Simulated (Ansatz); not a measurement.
Ansatz (an electronic-structure program) input (PBE/def2-SVP):

Ansatz 0.2 input:
```yaml
crystal:
  periodic: [false, false, false]
  atoms:
    - {symbol: N, position_ang: [-0.05786200, -0.03195300, -0.51104200]}
    - {symbol: N, position_ang: [-0.06063400, -0.00522100, 0.65553300]}
    - {symbol: H, position_ang: [0.82947200, 0.26021600, -1.01143600]}
basis:
  gaussian:
    orbitals: def2-SVP
hamiltonian:
  xc: {name: PBE}
magnetization: {spin_polarized: true, initial_magnetization: 1}
output: {forces: true}
```

Output:

```
Functional definition: PBE
integrals: 0.00 GiB planned
402 factors; their error is unknown
mean field: 0.07 GiB planned
mean field evaluation 1: about -2986.5357 eV, gradient 2.0e1 eV
mean field evaluation 2: about -2985.7550 eV, gradient 2.4e1 eV
mean field evaluation 4: about -2988.5184 eV, gradient 2.2e0 eV
mean field evaluation 8: about -2988.5047 eV, gradient 2.7e-2 eV
mean field evaluation 16: about -2988.5048 eV, gradient 2.1e-5 eV
mean field -2988.50475530 eV, -109.8255240760 hartree, gradient 2.1e-5 eV, S^2 0.752604; 0 other end points of the search recorded, 0 dependent functions left out
the calculation of the forces begins
reference -2988.50477066 eV, -109.8255246406 hartree; 8, 7 occupied and 25, 26 virtual orbitals, 402 factors
Total energy: -2988.50477066 eV, -109.8255246406 hartree
Atom 0 at    -0.057862    -0.031953    -0.511042 Å, force    -0.499866    -0.198533    -1.148574 eV/Å
Atom 1 at    -0.060634    -0.005221     0.655533 Å, force    -0.076227     0.011106     1.568766 eV/Å
Atom 2 at     0.829472     0.260216    -1.011436 Å, force     0.576094     0.187426    -0.420193 eV/Å
Dipole moment:     0.258744     0.082129    -0.275158 e Å
```

The geometry given is a B3LYP-D3(BJ)/def2-TZVP minimum.
